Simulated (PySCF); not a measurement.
# Polarisability and C₆ of H (hydrogen, neutral)

1s1, 2S determinant. All numbers are calculated (PySCF 2.14, the spin-free X2C one-electron Hamiltonian (Gaussian nucleus), in dyall-acv3z). Coupled (time-dependent) response in atomic units; α is the mean over directions.

```
method  mean α (bohr³)  C₆ (like pair)  S(−4)
   UHF           4.486           6.464  26.22
```

S(−4) is the Cauchy moment in α(ω) = α(0) + S(−4) ω² + …

Reference α: 4.507 bohr³ (recommended; Schwerdtfeger and Nagle, table of static dipole polarizabilities (2023 update)). Published C₆: 6.499 (Chu and Dalgarno (2004); Tang, Norbeck and Certain (1976)).

α(iu) at UHF:

```tsv
u (hartree)	α(iu) (bohr³)
0	4.486
0.0500	4.421
0.100	4.239
0.200	3.645
0.300	2.970
0.500	1.897
0.750	1.140
1.00	0.7430
1.50	0.3780
2.00	0.2255
3.00	0.1053
5.00	0.03914
```

A single London oscillator, α(iu) = α/(1 + u²/ω²), gives C₆ = (3/4) ω α². Matching the computed C₆ needs ω = 4 × 6.464 / (3 × 4.486²) = 0.428 hartree.

For a non-relativistic one-electron ion the exact value is 9/(2Z⁴) = 4.500 bohr³; Hartree-Fock is exact here up to the basis and relativity.
